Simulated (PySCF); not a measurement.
Compound: C6H11Si (doublet state).
Cartesian coordinates in Å at the GFN2-xTB level; atoms count from 1:
```
atom  x, y, z in Å
C1     3.7678    0.2700   -0.5997
C2     2.4431    0.1759   -0.3880
C3     1.2285    0.0938   -0.1936
Si4   -0.5895   -0.0373    0.0952
C5    -1.3221    1.7189    0.2178
C6    -1.3820   -0.9779   -1.3667
C7    -0.8871   -0.9981    1.7173
H8     4.4144   -0.5758   -0.4460
H9     4.2104    1.1938   -0.9283
H10   -2.3948    1.6916    0.3884
H11   -0.8736    2.2757    1.0350
H12   -1.1488    2.2809   -0.6950
H13   -2.4559   -1.0787   -1.2365
H14   -1.2109   -0.4598   -2.3055
H15   -0.9658   -1.9763   -1.4620
H16   -0.4361   -0.4895    2.5641
H17   -0.4580   -1.9944    1.6671
H18   -1.9482   -1.1062    1.9248
```

As a line formula: `C([CH2])#C[Si](C)(C)C` [radical].

The calculation used UKS B3LYP, pcH-1 on C H Si, non-relativistic, mean-field spin-orbit, GIAO (PySCF). Geometry: GFN2-xTB; no solvent, vibrations or thermal averaging. GFN2-xTB frequencies show an imaginary mode (41i cm⁻¹), so this geometry is no minimum at that level. Couplings are sensitive to structure, and on GFN2-xTB geometries they can be far from those on DFT ones. No stability test was run, so a lower SCF solution isn't excluded.

Match the computed a_iso(13C) values +60.2, -59.8, +43.5, +10.0 MHz (means over equivalent nuclei) with the sites C1; C2; C3; C5/C6/C7.

| site | a_iso (MHz) | ρ(0) (bohr⁻³) | position | distance from C1 (Å) | spin population | largest \|T\| (MHz) |
| --- | --- | --- | --- | --- | --- | --- |
| C1 | +60.2 | +0.0536 | largest spin population | 0.00 | +0.75 | 114.3 |
| C2 | -59.8 | -0.0533 | 1 bond from C3 | 1.34 | -0.28 | 23.2 |
| C3 | +43.5 | +0.0388 | a main spin site | 2.58 | +0.58 | 80.5 |
| C5/C6/C7 | +10.0 | +0.0089 | 2 bonds from C3 | 5.35 | +0.01 | 2.2 |

ρ(0) is the spin density at the nucleus and T the dipolar tensor; a_iso includes a spin–orbit part; entries for several nuclei are means. Largest spin populations (Mulliken): C1 (+0.75), C3 (+0.58) and C2 (-0.28). The angles at C1 add up to 360.0°, so it is planar; its axial dipolar tensor and the negative couplings of its protons fit spin in a p orbital normal to that plane. Main spin sites, with 60 % or more of the largest population: C1, C3; positions count bonds from the nearest.

Class means assume fast exchange of nuclei equivalent by connectivity; if that motion is slow, each nucleus keeps its own coupling. H8 and H9 aren't averaged: C1 is flat or nearly so (angle sum 360°), and its turn about the short C1–C2 bond (1.34 Å) is taken as slow. The nine 1H nuclei of mean +0.8 MHz run from -1.1 to 7.0 MHz in the frozen geometry. The 13C value of +10.0 MHz is a mean of couplings from 1.8 to 18.6 MHz in this one geometry, not an average over conformers.

Time: 1.8 min (grids of density and orbitals included); peak memory 0.98 GiB. Hardware: one thread, Arm Neoverse V2 (aarch64), no GPU, shared host with 96 logical CPUs at a one-minute load of 76.
